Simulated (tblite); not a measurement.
`N1([SiH2]N[SiH2]1)CC=C`. Computed geometry: GFN2-xTB, gas phase.

```
atom  x, y, z in Å
C1     2.8420    0.1352   -0.3917
C2     1.7543    0.5357    0.2386
C3     0.5365    1.0996   -0.4313
N4    -0.6270    0.3033   -0.1578
Si5   -1.7373    0.3211    1.1852
N6    -2.2929   -1.1629    0.4675
Si7   -1.1232   -1.2336   -0.8181
H8     3.6832   -0.2927    0.1276
H9     2.9417    0.2298   -1.4612
H10    1.6608    0.4271    1.3112
H11    0.3605    2.1180   -0.0622
H12    0.7000    1.1482   -1.5138
H13   -2.6678    1.4462    1.1249
H14   -1.1571    0.1437    2.5161
H15   -3.0516   -1.7715    0.7082
H16   -0.1642   -2.3280   -0.6842
H17   -1.6649   -1.1072   -2.1691
```

Task: What is the longest distance between nuclei?

Result: H8···H15, 6.92 Å; the next longest distance is 6.68 Å.

Task: Work out the bond lengths C1–H9, C2–H10, C3–H11, Si5–N6, N6–H15, Si7–H17 in pm.

Result: For C1–H9 the difference vector is (0.0997, 0.0946, -1.0695) Å, of length 1.0783 Å. C1–H9 107.8; C2–H10 108.2; C3–H11 109.7; Si5–N6 174.0; N6–H15 100.2; Si7–H17 146.1 pm.

Task: Where is the centre of mass (commonest isotopes), and what is the radius of gyration?

Result: Mass 130.038 u; centre at (-0.451, -0.125, 0.058) Å; Rg = √(Σ m r²/M) = 2.041 Å. As Ia + Ib + Ic = 2 Σ m r², the three principal moments sum to 1083.1 u·Å².

Task: How far are the heavy atoms from their best plane (unweighted least squares)?

Result: 0.454 Å rms; C1 0.38, C2 0.38, C3 0.78, N4 0.44, Si5 0.33, N6 0.41, Si7 0.27 Å (magnitudes).

Task: How far apart are these pairs, which share no bond: C2···Si7, C3···N6, N4···H10, Si7···H9, Si7···H13, H8···H9, H11···H13?

Result: C2···Si7 3.539 Å (3 bonds apart); C3···N6 3.733 Å (3 bonds apart); N4···H10 2.722 Å (3 bonds apart); Si7···H9 4.368 Å (5 bonds apart); Si7···H13 3.653 Å (3 bonds apart); H8···H9 1.830 Å (2 bonds apart); H11···H13 3.321 Å (4 bonds apart).

Task: What is the repulsion energy of the bare nuclei, Σ ZA·ZB/RAB?

Result: 451.27 Eh over 136 pairs, with full nuclear charges and distances in bohr; the largest single term is 39.75 Eh (Si5 with Si7).

Task: Give the dihedral angles C3–N4–Si5–N6, H11–C3–N4–Si5, C3–N4–Si7–H16, H14–Si5–N6–Si7.

Result: C3–N4–Si5–N6 -169° (antiperiplanar); H11–C3–N4–Si5 -35° (synclinal); C3–N4–Si7–H16 56° (synclinal); H14–Si5–N6–Si7 -113° (anticlinal). Dihedral signs follow IUPAC: positive where, seen along the central bond, the front bond turns clockwise onto the rear one.

Task: What are the angles C2–C3–H11, N4–Si5–H13, Si5–N6–H15, N4–Si7–H17, N4–Si7–H16?

Result: From the scalar product of the two bond vectors; for C2–C3–H11 it is -0.5413 Å² over 1.4999 × 1.0974 Å², cos θ = -0.3289. C2–C3–H11 109.2°; N4–Si5–H13 112.4°; Si5–N6–H15 131.4°; N4–Si7–H17 112.3°; N4–Si7–H16 116.0°.

Task: Write the matrix of distances between heavy atoms (Å, lower triangle).

Result: 
```
C1    0.000
C2    1.319  0.000
C3    2.499  1.500  0.000
N4    3.481  2.425  1.436  0.000
Si5   4.847  3.624  2.896  1.743  0.000
N6    5.366  4.395  3.733  2.306  1.740  0.000
Si7   4.216  3.539  2.889  1.745  2.609  1.740  0.000
```

Its GFN2-xTB frequencies are all real (lowest 38 cm⁻¹). The numbers are those of one conformer.

On Arm Neoverse N1, one thread, no GPU, shared host with 64 logical CPUs at a one-minute load of 41, this took 2.4 s. That covers the optimisation of the geometry.
